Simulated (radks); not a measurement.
The xenon ion Xe+, configuration [Kr] 4d10 5s2 5p4 7p1 (not the ground configuration). Calculated with a radial shooting solver on a logarithmic mesh with Libxc functionals: Dirac Kohn-Sham, PBE, spin-unpolarised, spherical densities, finite nucleus; open shells fill j = l - 1/2 first; Fermi nuclear charge, rms radius 4.7859 fm.

X-ray form factor f0, the Fourier transform of the density (f0(0) = 53):

sin(theta)/lambda (1/angstrom)  f0 (electrons)
0.05                                    51.251
0.1                                     49.205
0.15                                    46.262
0.2                                     43.146
0.25                                    40.149
0.3                                     37.402
0.4                                     32.686
0.5                                     28.758
0.6                                     25.457
0.8                                     20.630
1                                       17.593
1.25                                    14.876
1.5                                     12.483
2                                        8.561
